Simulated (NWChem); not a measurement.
# C4H7F; SMILES CC1(F)CC1

Question: Give the equilibrium geometry at PBE0/def2-SVP (NWChem) as a Z-matrix, with the point group.

Answer: point group Cs; any orientation.
```
C
F 1 1.3683
C 1 1.4900 2 115.29
H 3 1.0929 1 116.34 2 -1.11
H 3 1.0936 4 114.98 1 145.40
C 1 1.4900 2 115.29 3 68.35
H 6 1.0929 1 116.34 2 1.11
H 6 1.0936 7 114.98 1 -145.40
C 1 1.4973 2 111.41 3 -145.83
H 9 1.0988 1 110.82 2 180.00
H 9 1.1008 10 108.40 1 121.32
H 9 1.1008 10 108.40 11 117.36
```
